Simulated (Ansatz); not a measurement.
The cluster MnBr₂, relaxed as a sextet with UKS r2SCAN-D4/def2-TZVP in Ansatz, starting from the r2SCAN-D4/def2-TZVP geometry of the neutral doublet. Force threshold 0.02 eV/Å.

The structure comes from a short search, and lower isomers may exist.

Start:

```xyz
3

Mn   -0.0007    0.0021   -0.0011
Br    0.7582    1.2175    1.7841
Br   -0.7575   -1.2195   -1.7830
```

Problem. Estimate the energy that the relaxation releases and the steps that it takes.

Solution. 1.0 kJ/mol, in 2 steps; 5.5 s on 4 threads of Arm Neoverse V2 on a shared host. No frequencies were taken in this run, so the end may be a saddle point.

Problem. Does the start keep its bonding and symmetry?

Solution. By distances, no bond broke or formed. The bond that changes most is Mn1–Br3, from 2.29 to 2.32 Å (atoms count from 1). Point group D∞h at the start, D∞h at the end, both within 0.05 Å.

Problem. Predict the relaxed structure.

Solution. 
Cartesian coordinates in Å:
```
Mn -0.0005 0.0016 -0.0009
Br 0.7674 1.2325 1.8057
Br -0.7668 -1.2341 -1.8048
```
Bond lengths: 2 × Br–Mn 2.32 Å.
